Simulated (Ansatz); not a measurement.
Compare A (`NC([SiH3])N[SiH3]`) with its isomer B (`N[SiH2]C[SiH2]N`).

Isolated molecules relaxed with PBE0-D4/def2-TZVP in Ansatz; ΔE leaves out vibrations. CCSD(T)/CBS adds triple-zeta CCSD(T) − MP2 to the extrapolated MP2 energy (def2 sets, frozen cores). Functionals use def2-TZVPP. B3LYP here is the variant with VWN-RPA as its local correlation; programs differ in this. One conformer a species, not always the lowest.

Question: Which is lower in electronic energy at CCSD(T)/CBS, and by how much? (Best estimate.)

Answer: The calculation gave: B, by 228.7 kJ/mol.

Question: Give E(B) − E(A) in kJ/mol with PBE0-D4, CCSD/def2-TZVPP, B2PLYP, r2SCAN-D4, B3LYP, PBE-D4, MP2/def2-TZVPP. (An estimate is asked.)

Answer: The calculation gave: PBE0-D4 -219.9, CCSD/def2-TZVPP -225.7, B2PLYP -224.9, r2SCAN-D4 -227.6, B3LYP -218.4, PBE-D4 -210.6, MP2/def2-TZVPP -234.9. None reverses the order clearly.

Largest T1 diagnostic: 0.011.

From PBE to PBE0 (25 % exact exchange), in def2-TZVPP and without D4, E(B) − E(A) moves by −9.3 kJ/mol.
